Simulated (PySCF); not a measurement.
**TaNF2: from structure and modes to constants**

These are results of PBE0 in PySCF with Ta def2-TZVP with ECP60, N def2-TZVP, F def2-TZVP; scalar-relativistic core potentials, no spin–orbit coupling; density-fitted integrals, not measurements.

The singlet minimum has Cs symmetry. Masses (u): Ta 180.94800, N 14.00307, F 18.99840.

```xyz
4
charge 0 multiplicity 1, angstrom
Ta   -0.1465    0.0044    0.0000
N     0.0000   -1.6744    0.0000
F     0.6978    0.5963   -1.5857
F     0.6978    0.5963    1.5857
```

Harmonic wavenumbers (cm⁻¹): 129.7 (a', ×1), 242.7 (a', ×1), 306.2 (a'', ×1), 654.0 (a'', ×1), 658.9 (a', ×1), 1088.8 (a', ×1).

Q: Find the principal moments of inertia and the rotational constants. What kind of rotor is it?

A: About the centre of mass I = 75.163, 111.28, 154.96 u Å². With B = 16.8576/I this gives 0.2243, 0.1515, 0.1088 cm⁻¹. The molecule is an asymmetric top with κ = -0.26.

Q: What is the harmonic zero-point energy?

A: Half the sum of all 6 wavenumbers, 3080/2 = 1540 cm⁻¹, which is 18.4 kJ/mol (1 cm⁻¹ = 0.0119627 kJ/mol).

Q: Find the vibrational entropy and heat capacity at 298.15 K.

A: With u = 1.43878 ω/T, each mode gives S = R[u/(eᵘ−1) − ln(1−e⁻ᵘ)] and C = R u² eᵘ/(eᵘ−1)².
| ω (cm⁻¹) | u | S (J/(mol K)) | C (J/(mol K)) |
| --- | --- | --- | --- |
| 129.7 | 0.626 | 12.35 | 8.05 |
| 242.7 | 1.171 | 7.46 | 7.43 |
| 306.2 | 1.478 | 5.78 | 6.95 |
| 654.0 | 3.156 | 1.53 | 3.85 |
| 658.9 | 3.180 | 1.50 | 3.81 |
| 1088.8 | 5.254 | 0.27 | 1.21 |
The sums over all modes are S = 28.9 and C = 31.3 J/(mol K); the softest mode gives 43 % of the entropy.

Q: Give the standard entropy (298.15 K, 1 bar) by its translational, rotational, vibrational and spin parts, and Cp.

A: Sackur–Tetrode with M = 232.95 u gives 176.8; rotation with symmetry number 1 gives 107.0; vibration 28.9; spin R ln 1 = 0.0. The total is 312.8 J/(mol K), and Cp = 4 R + 31.3 = 64.6 J/(mol K).

Stability towards spin polarisation was not tested. Other isomers or separated fragments may lie lower. No spin–orbit coupling is included, which matters more the heavier the element.
